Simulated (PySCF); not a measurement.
C3H9BFN, SMILES CCNB(C)F.

The structure is a stationary point at ωB97X-D3(BJ)/def2-SVP. This is a generated structure with no PubChem entry under its InChIKey; it may be hypothetical. The values are those of a single conformer.

Vertical ionisation energy (IE) and electron affinity (EA) in eV. Rows of orbital energies are one-electron estimates. Where ΔSCF, EOM or ADC give a negative EA the extra electron is unbound and the value depends on the basis.

| level | IE | EA |
|---|---|---|
| −ε(HOMO), −ε(LUMO), M06-2X/def2-TZVP (PySCF) | 8.90 | -1.35 |
| −ε(HOMO), −ε(LUMO), PBE/def2-TZVP (PySCF) | … | … |

### Question
Some entries are withheld; supply them. (Estimate from the structure and the level; the computed values follow.)

### Answer

- −ε(HOMO), −ε(LUMO), PBE/def2-TZVP (PySCF), IE: 6.16
- −ε(HOMO), −ε(LUMO), PBE/def2-TZVP (PySCF), EA: -0.07
